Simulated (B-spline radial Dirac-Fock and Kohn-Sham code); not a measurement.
**The C-like isoelectronic sequence (6 electrons), Z = 64 to 79**

These are calculated numbers from a B-spline atomic structure program; the model is ΔSCF Dirac-Fock with Breit, self-energy and vacuum polarisation, finite nucleus, configuration average. Binding energies in eV, tabulated ground configurations ([He] 2s2 2p2 throughout). No correlation.

```tsv
ion	1s	2s	outermost level	NIST ionisation energy
Gd⁵⁸⁺	56173.2	13411.0	12705.0 (2p)	13183 ± 6
Tb⁵⁹⁺	58099.0	13892.1	13144.9 (2p)	13658 ± 7
Dy⁶⁰⁺	60062.9	14383.4	13593.2 (2p)	14144 ± 10
Ho⁶¹⁺	62066.8	14885.5	14049.8 (2p)	14639 ± 12
Er⁶²⁺	64110.4	15398.3	14514.9 (2p)	15146 ± 15
Tm⁶³⁺	66194.8	15922.2	14988.4 (2p)	15663 ± 19
Yb⁶⁴⁺	68319.6	16457.1	15470.6 (2p)	16191 ± 24
Lu⁶⁵⁺	70486.1	17003.3	15961.4 (2p)	16730 ± 30
Hf⁶⁶⁺	72695.4	17561.1	16460.9 (2p)	17280 ± 40
Ta⁶⁷⁺	74947.4	18130.7	16969.2 (2p)	17840 ± 40
W⁶⁸⁺	77242.9	18712.1	17486.4 (2p)	18476 ± 4
Re⁶⁹⁺	79582.6	19305.8	18012.6 (2p)	19000 ± 50
Os⁷⁰⁺	81966.9	19911.7	18547.8 (2p)	19600 ± 60
Ir⁷¹⁺	?	?	?	?
Pt⁷²⁺	86873.9	21161.9	19645.9 (2p)	20840 ± 70
Au⁷³⁺	89397.9	21806.6	20209.0 (2p)	21470 ± 90
```

Problem. Fill in the row of Ir⁷¹⁺.

Solution. 1s 84397.4, 2s 20530.4, outermost 19092.3 (2p), NIST 20210 ± 60 eV.

NIST's values are for the lowest levels; a dash marks a value that is missing or belongs to another shell. Their kind here: semi-empirical, theoretical. Where a p, d or f shell is open in either ion the computed value averages over both j values and all terms, while the table refers to the lowest levels; that difference holds spin-orbit splitting (largest in heavy or highly charged ions), term energies where several electrons share open shells, and correlation, and it can reach 10 % or more.
